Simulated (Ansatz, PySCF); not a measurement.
Gas-phase reaction (SMILES): CC[N](C)[GeH3] → [CH2]C[N](C)[GeH3] + H atom; the C-H bond at the site shown breaks (other sites are not compared here).

Structures are relaxed separately at B3LYP-D3(BJ)/def2-TZVP in Ansatz (a quantum-chemistry and plane-wave program), one conformer each, not searched for the lowest. Correlated levels leave the core frozen unless marked. Open shells are spin-unrestricted. No spin-orbit coupling. Frozen are the shells of the preceding noble gas and the d and f shells that filled before the atom's block. No relativistic terms. Basis-set limits of correlation are two-point, X^-3; Hartree-Fock from the larger set. Thermal terms are rigid-rotor harmonic-oscillator values from B3LYP-D3(BJ) frequencies (Ansatz or PySCF) at 298.15 K and 1 atm. 1 Eh = 627.5095 kcal/mol. Atoms have translation alone.

```tsv
species	E, CCSD(T)/CBS(cc-pVTZ,cc-pVQZ) (Ansatz) (Eh)	E, wB97M-V/def2-TZVPD (Ansatz) (Eh)	H - E (Eh)
CC[N](C)[GeH3]	-2250.97597	-2252.51969	0.14224
[CH2]C[N](C)[GeH3]	-2250.30222	-2251.85270	0.12741
H atom	-0.49995	-0.49411	0.00236
```

Work out ΔE and ΔH at 298.15 K at the first level, then ΔH at the second.


1. ΔE = [(-2250.30222) + (-0.49995)] - [(-2250.97597)] = 0.17380 Eh = 109.1 kcal/mol at CCSD(T)/CBS(cc-pVTZ,cc-pVQZ).
2. The terms H - E add up to -0.01247 Eh, so ΔH = (0.17380 + (-0.01247))×627.5095 = 101.2 kcal/mol.
3. At wB97M-V/def2-TZVPD the same steps give ΔE = 108.5 and ΔH = 100.7 kcal/mol, a shift of -0.5 from the first level.
4. These values are not checked against measurement here, since the tables used lack a sound gas-phase enthalpy of formation for at least one species.
